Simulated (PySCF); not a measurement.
# How methods differ on the excitation energy of Pd

Pd [Kr] 4d10 (1S) → Pd [Kr] 4d9 5s1 (3D), as a difference of total energies. Computed with PySCF 2.14 in aug-cc-pwCVDZ-PP with ECP28MDF, with scalar relativity through the core potential. Correlated levels: valence and next inner shell: nothing frozen outside the core potential. The calculations carry no spin-orbit coupling.

```
                                method  excitation energy (cm⁻¹)
                                   UHF                   -416.37
    MP2 (valence and next inner shell)                    9701.9
SCS-MP2 (valence and next inner shell)                    8923.5
   CCSD (valence and next inner shell)                    5199.0
CCSD(T) (valence and next inner shell)                    6014.4
```
